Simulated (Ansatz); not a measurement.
Program: Ansatz. Geometries: PBE0-D4/def2-TZVP. ΔE: electronic, gas phase. CBS: MP2 limit from def2 TZ/QZ plus the TZ coupled-cluster correction, frozen cores. Functionals use def2-TZVPP. B3LYP here is the variant with VWN-RPA as its local correlation; programs differ in this. HSE06 is defined as in plane-wave codes. One conformer a species, not always the lowest.

Consider the substitution at a C–Si bond: `C[SiH2]SSC` + `CCS` → `CCSC` + `CSS[SiH3]`.

`C[SiH2]SSC`:

Z-matrix (Å, degrees):
```
C
Si 1 1.861
H 1 1.093 2 110.3
H 1 1.092 2 110.7 3 -120.2
H 1 1.092 2 110.2 3 119.6
S 2 2.148 1 112.0 3 -178.2
H 2 1.489 1 111.4 3 64.7
H 2 1.488 1 110.8 3 -56.9
S 6 2.060 2 97.1 1 65.0
C 9 1.800 6 102.0 2 90.3
H 10 1.089 9 110.7 6 61.0
H 10 1.090 9 110.9 6 -61.9
H 10 1.093 9 106.0 6 179.6
```

`CCS`:

```xyz
9

C     0.479   -0.784   -0.289
C    -0.465    0.104    0.494
S    -0.982    1.599   -0.392
H     0.038   -1.077   -1.243
H     0.713   -1.690    0.278
H     1.419   -0.268   -0.499
H    -1.403   -0.416    0.703
H    -0.039    0.390    1.457
H     0.240    2.144   -0.509
```

`CCSC`:

Z-matrix (Å, degrees):
```
C
C 1 1.516
H 1 1.092 2 111.5
H 1 1.094 2 110.5 3 119.5
H 1 1.091 2 110.8 3 -120.3
S 2 1.805 1 114.8 3 62.9
H 2 1.094 1 111.2 3 -60.8
H 2 1.093 1 110.6 3 -179.4
C 6 1.797 2 100.6 1 -68.9
H 9 1.092 6 111.0 2 -57.6
H 9 1.090 6 106.8 2 -175.7
H 9 1.091 6 112.1 2 65.7
```

`CSS[SiH3]`:

Cartesian coordinates in Å:
```
C 0.423 -1.865 0.235
S -0.915 -0.896 0.951
S -1.528 0.237 -0.657
Si -0.234 1.898 -0.272
H 0.056 -2.489 -0.579
H 0.794 -2.503 1.041
H 1.230 -1.221 -0.113
H 1.180 1.444 -0.259
H -0.568 2.523 1.030
H -0.439 2.871 -1.377
```

```json
{"level": "PBE-D4", "ΔE (kJ/mol)": "51.7", "difference from CCSD(T)/CBS": "-1.7"}
{"level": "revPBE-D4", "ΔE (kJ/mol)": "49.4", "difference from CCSD(T)/CBS": "-4.0"}
{"level": "BLYP-D4", "ΔE (kJ/mol)": "50.6", "difference from CCSD(T)/CBS": "-2.8"}
{"level": "B97M-V", "ΔE (kJ/mol)": "56.2", "difference from CCSD(T)/CBS": "2.8"}
{"level": "PBE0-D4", "ΔE (kJ/mol)": "53.5", "difference from CCSD(T)/CBS": "0.1"}
{"level": "B3LYP-D4", "ΔE (kJ/mol)": "52.5", "difference from CCSD(T)/CBS": "-0.9"}
{"level": "r2SCANh-D4", "ΔE (kJ/mol)": "55.1", "difference from CCSD(T)/CBS": "1.7"}
{"level": "r2SCAN0-D4", "ΔE (kJ/mol)": "55.4", "difference from CCSD(T)/CBS": "2.0"}
{"level": "HSE06-D4", "ΔE (kJ/mol)": "53.4", "difference from CCSD(T)/CBS": "0.0"}
{"level": "BHLYP-D4", "ΔE (kJ/mol)": "53.9", "difference from CCSD(T)/CBS": "0.5"}
{"level": "ωB97X-V", "ΔE (kJ/mol)": "51.9", "difference from CCSD(T)/CBS": "-1.5"}
{"level": "ωB97M-V", "ΔE (kJ/mol)": "54.8", "difference from CCSD(T)/CBS": "1.4"}
{"level": "B2PLYP", "ΔE (kJ/mol)": "52.6", "difference from CCSD(T)/CBS": "-0.8"}
{"level": "PBE-QIDH", "ΔE (kJ/mol)": "54.1", "difference from CCSD(T)/CBS": "0.7"}
{"level": "PBE", "ΔE (kJ/mol)": "51.1", "difference from CCSD(T)/CBS": "-2.3"}
{"level": "revPBE", "ΔE (kJ/mol)": "50.6", "difference from CCSD(T)/CBS": "-2.8"}
{"level": "BLYP", "ΔE (kJ/mol)": "50.0", "difference from CCSD(T)/CBS": "-3.4"}
{"level": "r2SCAN", "ΔE (kJ/mol)": "54.5", "difference from CCSD(T)/CBS": "1.1"}
{"level": "PBE0", "ΔE (kJ/mol)": "52.8", "difference from CCSD(T)/CBS": "-0.6"}
{"level": "B3LYP", "ΔE (kJ/mol)": "51.6", "difference from CCSD(T)/CBS": "-1.8"}
{"level": "r2SCANh", "ΔE (kJ/mol)": "54.8", "difference from CCSD(T)/CBS": "1.4"}
{"level": "HSE06", "ΔE (kJ/mol)": "52.7", "difference from CCSD(T)/CBS": "-0.7"}
{"level": "BHLYP", "ΔE (kJ/mol)": "52.6", "difference from CCSD(T)/CBS": "-0.8"}
{"level": "CAM-B3LYP", "ΔE (kJ/mol)": "52.9", "difference from CCSD(T)/CBS": "-0.5"}
{"level": "LC-ωPBE", "ΔE (kJ/mol)": "54.8", "difference from CCSD(T)/CBS": "1.4"}
{"level": "RPA@PBE/def2-TZVPP", "ΔE (kJ/mol)": "50.4", "difference from CCSD(T)/CBS": "-3.0"}
{"level": "HF/def2-SVP", "ΔE (kJ/mol)": "54.9", "difference from CCSD(T)/CBS": "1.5"}
{"level": "MP2/def2-SVP", "ΔE (kJ/mol)": "54.8", "difference from CCSD(T)/CBS": "1.4"}
{"level": "CCSD(T)/def2-SVP", "ΔE (kJ/mol)": "52.8", "difference from CCSD(T)/CBS": "-0.6"}
{"level": "HF/def2-TZVPP", "ΔE (kJ/mol)": "51.0", "difference from CCSD(T)/CBS": "-2.4"}
{"level": "MP2/def2-TZVPP", "ΔE (kJ/mol)": "54.4", "difference from CCSD(T)/CBS": "1.0"}
{"level": "SCS-MP2/def2-TZVPP", "ΔE (kJ/mol)": "51.8", "difference from CCSD(T)/CBS": "-1.6"}
{"level": "CCSD/def2-TZVPP", "ΔE (kJ/mol)": "54.5", "difference from CCSD(T)/CBS": "1.1"}
{"level": "CCSD(T)/def2-TZVPP", "ΔE (kJ/mol)": "54.0", "difference from CCSD(T)/CBS": "0.6"}
{"level": "HF/def2-QZVPP", "ΔE (kJ/mol)": "50.8", "difference from CCSD(T)/CBS": "-2.6"}
{"level": "MP2/def2-QZVPP", "ΔE (kJ/mol)": "54.0", "difference from CCSD(T)/CBS": "0.6"}
{"level": "SCS-MP2/def2-QZVPP", "ΔE (kJ/mol)": "51.5", "difference from CCSD(T)/CBS": "-1.9"}
{"level": "HF/CBS(def2)", "ΔE (kJ/mol)": "50.7", "difference from CCSD(T)/CBS": "-2.7"}
{"level": "MP2/CBS(def2)", "ΔE (kJ/mol)": "53.8", "difference from CCSD(T)/CBS": "0.4"}
{"level": "CCSD/CBS(def2)", "ΔE (kJ/mol)": "53.8", "difference from CCSD(T)/CBS": "0.4"}
{"level": "CCSD(T)/CBS", "ΔE (kJ/mol)": "53.4", "difference from CCSD(T)/CBS": "0"}
```

Largest T1 diagnostic among the species: 0.012.

Leaving LDA and LC-ωPBE aside and taking each functional with its dispersion term where it has one, the values spread over 6.8 kJ/mol, from revPBE-D4 to B97M-V.
